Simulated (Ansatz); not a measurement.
Computed with frozen-core CCSD(T)/cc-pVTZ // B3LYP-D3(BJ)/def2-TZVP in Ansatz (an electronic-structure program).

Ansatz 0.2 input:
```yaml
crystal:
  periodic: [false, false, false]
  atoms:
    - { symbol: S, position_ang: [-0.805376, -0.185391, -1.80806] }
    - { symbol: Ge, position_ang: [0.197999, -0.069026, 0.188797] }
    - { symbol: S, position_ang: [0.964747, 2.026912, 0.310596] }
    - { symbol: S, position_ang: [1.921682, -1.453828, 0.470314] }
    - { symbol: S, position_ang: [-1.191491, -0.701133, 1.821841] }
    - { symbol: H, position_ang: [-1.395576, -1.362501, -1.5357] }
    - { symbol: H, position_ang: [-0.119083, 2.5532, -0.287895] }
    - { symbol: H, position_ang: [2.569281, -0.980751, -0.608492] }
    - { symbol: H, position_ang: [-2.142182, 0.172518, 1.448601] }
basis:
  gaussian: { orbitals: cc-pVTZ }
correlation:
  method: ccsd_t
```

Output:

```
Functional definition: HF
1371 factors; integrals over basis functions are off by at most 8.8e-4 eV
mean field evaluation 1: about -99810.1531 eV, gradient 2.4e1 eV
mean field evaluation 2: about -99810.4038 eV, gradient 2.5e1 eV
mean field evaluation 4: about -99812.7150 eV, gradient 3.8e0 eV
mean field evaluation 8: about -99812.7932 eV, gradient 2.7e-1 eV
mean field evaluation 16: about -99811.9582 eV, gradient 1.3e1 eV
mean field -99812.79370847 eV, -3668.0525132447 hartree, gradient 7.8e-6 eV, S^2 0.000000; 0 other end points of the search recorded, 0 dependent functions left out
29 core orbitals not correlated
reference -99812.79370847 eV, -3668.0525132447 hartree; 21, 21 occupied and 185, 185 virtual orbitals, 1371 factors
second order -24.44487461 eV of doubles, -0.00000000 eV of singles
cycle   1  -25.45769324 eV  change    -1.0e0 eV  update   1.2e-1
cycle   2  -26.15053401 eV  change   -6.9e-1 eV  update   3.3e-2
cycle   3  -26.25775826 eV  change   -1.1e-1 eV  update   1.5e-2
cycle   4  -26.24830588 eV  change    9.5e-3 eV  update   3.3e-3
cycle   5  -26.24733120 eV  change    9.7e-4 eV  update   1.4e-3
cycle   6  -26.24671477 eV  change    6.2e-4 eV  update   4.0e-4
cycle   7  -26.24655453 eV  change    1.6e-4 eV  update   1.5e-4
cycle   8  -26.24661754 eV  change   -6.3e-5 eV  update   4.5e-5
cycle   9  -26.24662021 eV  change   -2.7e-6 eV  update   1.5e-5
perturbative correction -1.30203887 eV, -0.0478490459 hartree
Total energy: -99840.34236755 eV, -3669.0649077927 hartree
```

Cost: about 7 core-minutes (a rough figure).
